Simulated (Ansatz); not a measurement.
Compare A (`CC[C@@H]1CCC[C@H]1C`) with its isomer B (`C[C@@H]1CCCC[C@H]1C`).

Isolated molecules relaxed with PBE0-D4/def2-TZVP in Ansatz; ΔE leaves out vibrations. CCSD(T)/CBS is the MP2 limit (def2-TZVPP, def2-QZVPP) plus CCSD(T) − MP2 in def2-TZVPP, frozen cores. DFT in def2-TZVPP. B3LYP here is the variant with VWN-RPA as its local correlation; programs differ in this. Each species was taken in one conformer, which may not be the lowest.

(1) Which is lower in electronic energy at CCSD(T)/CBS, and by how much? (Estimate.)

(2) Give E(B) − E(A) in kJ/mol with r2SCAN-D4, B3LYP-D4, B3LYP, PBE0-D4, PBE-D4, CCSD/def2-TZVPP, B2PLYP. (Estimate.)

Largest T1 diagnostic: 0.009.

## Answers

(1) The calculation gave: B, by 13.9 kJ/mol.

(2) The calculation gave: r2SCAN-D4 -12.6, B3LYP-D4 -13.8, B3LYP -5.7, PBE0-D4 -12.5, PBE-D4 -11.3, CCSD/def2-TZVPP -13.0, B2PLYP -9.5. None reverses the order clearly.

The D4 term adds −8.1 kJ/mol with B3LYP and −4.4 kJ/mol with PBE0; it sums over pairs of atoms, weighted by their polarisabilities, and B3LYP, whose exchange is more repulsive, gets the larger term. In def2-TZVPP, CCSD(T) changes the Hartree–Fock value by −8.6 kJ/mol (the triples alone add −0.8 kJ/mol) and MP2 by −9.7 kJ/mol.
